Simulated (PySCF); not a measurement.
Species: [GaCl4]- (charge -1).
Bonds: Ga1–Cl2, Ga1–Cl3, Ga1–Cl4, Ga1–Cl5.

Method: PBE0-D3(BJ)/def2-SVP geometry optimisation, gas phase (PySCF); density fitting, grid level 1; the optimiser is geomeTRIC in internal coordinates, started from a GFN2-xTB structure.

Step 0: E = -102432.3477 eV
```
atom  x, y, z in Å  |  force x, y, z in eV/Å
Ga1     0.0004   -0.0004   -0.0002    0.005   0.001   0.014
Cl2     0.0103   -0.0167    2.1711    0.012  -0.007   0.551
Cl3     2.0441    0.0108   -0.7332    0.470  -0.004  -0.163
Cl4    -1.0310    1.7759   -0.7048   -0.249   0.455  -0.194
Cl5    -1.0238   -1.7696   -0.7329   -0.238  -0.446  -0.208
```

Problem. Estimate the geometry and energy of step 1. (The exact step hangs on the optimiser's Hessian estimate; all steps are aligned on step 0, rigid shifts and turns removed.)

Solution. E = -102432.3812 eV, largest force 0.106 eV/Å
```
atom  x, y, z in Å  |  force x, y, z in eV/Å
Ga1    -0.0022    0.0001    0.0019   -0.008   0.002   0.015
Cl2     0.0141   -0.0167    2.2008   -0.002  -0.003   0.104
Cl3     2.0643    0.0095   -0.7411    0.091  -0.003  -0.025
Cl4    -1.0428    1.7996   -0.7162   -0.043   0.087  -0.042
Cl5    -1.0335   -1.7925   -0.7454   -0.039  -0.083  -0.051
```

The energy changes by -0.0335 eV. The first-order estimate −F·Δx gives -0.0582 eV and the mean of the old and new forces, exact on a quadratic surface, -0.0347 eV. The step makes an angle of 8° with the force vector and moves no atom by more than 0.030 Å.

The cost below is that of the whole optimisation. Hardware: one thread, AMD EPYC 7571 (x86_64), no GPU, shared host with 96 logical CPUs at a one-minute load of 76. Cost: 43 s of wall time, 0.39 GiB resident at most.
